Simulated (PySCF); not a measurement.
**Frontier orbitals and the lowest excitations**

Species: C₈H₇FO.
Cartesian coordinates in Å at the PBE0-D3(BJ)/def2-SVP level; atoms count from 1:
```xyz
17
C8H7FO angstrom
O      3.7450   -0.8128    0.6942
C      3.0506   -0.1346   -0.0204
C      1.5742   -0.1017    0.0329
C      0.8557    0.7101   -0.8474
C     -0.5355    0.7435   -0.8012
C     -1.2177   -0.0402    0.1301
C     -2.7178   -0.0183    0.1914
F     -3.2497    0.8408   -0.7288
C     -0.4973   -0.8562    1.0155
C      0.8874   -0.8888    0.9682
H      3.5012    0.5375   -0.7959
H      1.3947    1.3225   -1.5762
H     -1.1054    1.3745   -1.4840
H     -3.0521    0.2924    1.1970
H     -3.1203   -1.0292    0.0013
H     -1.0315   -1.4697    1.7467
H      1.4702   -1.5166    1.6458
```

The calculation used TDDFT CAM-B3LYP/def2-SVPD, vertical, gas phase, core orbitals frozen in the response (PySCF).

Kohn–Sham orbitals with the atoms that hold most of them (Löwdin shares over 4%, at most four atoms; ? is withheld):

```json
{"orbital": "HOMO-3", "ε (eV)": "-11.63", "atoms": "F8 14%, C6 13%, C5 11%, C4 10%"}
{"orbital": "HOMO-2", "ε (eV)": "-9.16", "atoms": "C9 22%, C4 20%, C10 20%, C5 18%"}
{"orbital": "HOMO-1", "ε (eV)": "-9.14", "atoms": "O1 60%, C2 16%, H11 9%, C3 9%"}
{"orbital": "HOMO", "ε (eV)": "?", "atoms": "?"}
{"orbital": "LUMO", "ε (eV)": "-0.93", "atoms": "C2 20%, O1 18%, C6 13%, C3 12%"}
{"orbital": "LUMO+1", "ε (eV)": "0.23", "atoms": "C9 20%, C4 18%, C10 18%, C5 14%"}
{"orbital": "LUMO+2", "ε (eV)": "1.19", "atoms": "C7 24%, C9 11%, H16 9%, H15 9%"}
```

Question: Give the leading atoms of the HOMO.

Answer: C3 (bonded to 3 C) 21%; C6 (bonded to 3 C) 20%; C5 (bonded to 2 C and H) 11%; C10 (bonded to 2 C and H) 8%.

Question: What is the HOMO energy, and the HOMO–LUMO gap?

Answer: ε(HOMO) = -8.86 eV; the gap is 7.93 eV (0.2916 hartree).

Question: How does S1 compare with the orbital gap of 7.93 eV?

Answer: S1 is at 3.91 eV (f = 0.0002), 4.03 eV below the gap, made of HOMO-1→LUMO (86%), HOMO-1→LUMO+4 (10%). Its leading pair isn't HOMO and LUMO; the energies of that pair differ by 8.21 eV. 

Next come S2 at 5.01 eV (f 0.013), HOMO-2→LUMO (70%), HOMO→LUMO+1 (26%); S3 at 5.29 eV (f 0.331), HOMO→LUMO (91%); S4 at 6.39 eV (f 0.212), HOMO→LUMO+1 (67%), HOMO-2→LUMO (26%); S5 at 6.56 eV (f 0.0002), HOMO-1→LUMO+1 (95%).

Löwdin shares depend on the basis, the more so with diffuse functions.

One conformer stands for the species.
